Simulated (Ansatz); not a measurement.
F₃Lu (SMILES [F][Lu]([F])[F]), singlet, geometry from GFN2-xTB (such geometries of metal compounds can be far from the true shape) (core potentials on Lu); HSE06/def2-TZVP in Ansatz (a first-principles code).

Here is a job for Ansatz.
Ansatz 0.2 input:
```yaml
crystal:
  periodic: [false, false, false]
  atoms:
    - {symbol: Lu, position_ang: [0.00000000, -0.00000000, 0.00000000]}
    - {symbol: F, position_ang: [-1.59775730, -0.97463938, 0.04652633]}
    - {symbol: F, position_ang: [0.01247464, 1.74527346, -0.67733296]}
    - {symbol: F, position_ang: [1.58528266, -0.77063408, 0.63080664]}
basis:
  gaussian:
    orbitals: def2-TZVP
hamiltonian:
  xc: hse06
```

Output, abridged:

```
Functional definition: HSE06
1331 factors; their error is unknown
63 factors; integrals over basis functions are off by at most 5.7e-5 eV
mean field evaluation 1: about -41783.1791 eV, gradient 7.5e1 eV
mean field evaluation 2: about -41753.2150 eV, gradient 1.8e2 eV
mean field evaluation 4: about -41790.7048 eV, gradient 1.0e1 eV
mean field evaluation 8: about -41790.8972 eV, gradient 3.1e-1 eV
mean field evaluation 16: about -41790.8973 eV, gradient 2.1e-5 eV
mean field -41790.89726465 eV, -1535.7871475883 hartree, gradient 2.1e-5 eV, S^2 0.000000; 0 other end points of the search recorded, 0 dependent functions left out
reference -41790.89733901 eV, -1535.7871503210 hartree; 35, 35 occupied and 154, 154 virtual orbitals, 1331 factors
Total energy: -41790.89733901 eV, -1535.7871503210 hartree
```
